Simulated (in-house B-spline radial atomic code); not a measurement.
**Mo³⁺: [Kr] 4d3**

Method: Dirac-Kohn-Sham B97-1, spherical fractional occupations, Fermi nucleus of rms radius 4.4091 fm. Calculated with a B-spline radial code for spherical atoms.

Screening seen three ways: the hydrogenic charge with the same mean radius, Z_r = [3n² - l(l+1)]/(2<r>), the one with the same energy, Z_e = n√(-2ε), and Slater's rules. Values are occupation-weighted means over j. An effective charge above Z reflects the relativistic contraction of the inner shells.

```
shell  electrons   ε (eV)  <r> (bohr)    Z_r    Z_e  Slater
   1s          2   -19909     0.03517  42.66  38.25   41.70
   2s          2  -2856.7      0.1533  39.13  28.98   37.85
   2p          6  -2557.5      0.1338  37.36  27.42   37.85
   3s          2  -520.59      0.4281  31.53  18.56   30.75
   3p          6  -421.81      0.4298  29.08  16.70   30.75
   3d         10   -260.5      0.4147  25.32  13.13   20.85
   4s          2  -100.02       1.098  21.86  10.85   14.25
   4p          6  -72.588       1.211  18.99   9.24   14.25
   4d          3  -32.367       1.622  12.95   6.17    5.30
```

The least bound orbital is 4d5/2 at -32.26 eV, and it is also the most diffuse (<r> = 1.626 bohr).

Spin-orbit splittings of the orbital energies (j = l + 1/2 above j = l - 1/2 when positive): 2p 106.7 eV, 3p 17.73 eV, 3d 3.352 eV, 4p 2.626 eV, 4d 0.2766 eV.

For the 1s electron the small component carries 2.35 % of the norm, the zero-frequency Breit interaction raises the level by 38.71 eV, self-energy by 21.17 eV, and vacuum polarisation lowers it by 2.445 eV.

Caution: exact exchange at fractional occupations of open shells leaves self-interaction of up to several eV.
